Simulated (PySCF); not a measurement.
**[Tl(H2O)3]3+ at several levels of theory**

Computed with PySCF 2.14.0 (density fitting, no spin-orbit coupling) at the geometry relaxed with PBE0:

```xyz
10
[Tl(H2O)3]3+ (singlet; a saddle point, relaxed within its symmetry)
Tl    0.0000    0.0000    0.0000
O     2.1652   -0.0317    0.0000
H     2.7075   -0.2201    0.8096
H     2.7075   -0.2201   -0.8096
O    -1.0552    1.8910    0.0000
H    -1.1631    2.4548    0.8096
H    -1.1631    2.4548   -0.8096
O    -1.1100   -1.8593    0.0000
H    -1.5443   -2.2347    0.8096
H    -1.5443   -2.2347   -0.8096
```

| level | basis | state | HOMO (eV) | gap (eV) | charge on Tl1 (e) | dipole about the centre of mass (D) | largest force component (eV/Å) |
| --- | --- | --- | --- | --- | --- | --- | --- |
| PBE0 | Tl def2-SVP with ECP60, O def2-SVP, H def2-SVP | singlet | -26.34 | 4.90 | 1.56 | 0.00 | 0.01 |
| PBE0 | Tl def2-TZVP with ECP60, O def2-TZVP, H def2-TZVP | singlet | -26.28 | 4.94 | 1.66 | 0.00 | 0.20 |

Charges are Mulliken's, which hang on the basis. The relaxation used the grid (50, 194), these runs (75, 302) or, all-electron (x2c bases, spin-free X2C Hamiltonian), (99, 590).

Question: A further run in the first row's basis gives HOMO (eV) -24.56, gap (eV) 2.11, charge on Tl1 (e) 1.41, dipole about the centre of mass (D) 0.00, largest force component (eV/Å) 0.48. Which level was it?
A. TPSSh
B. BP86

Answer: B. The others give HOMO -25.28 eV (TPSSh).

In the first row's basis the gap widens with exact exchange: 2.1 eV for BP86 (none); 3.4 to 4.9 eV for TPSSh, PBE0 (a fixed share).
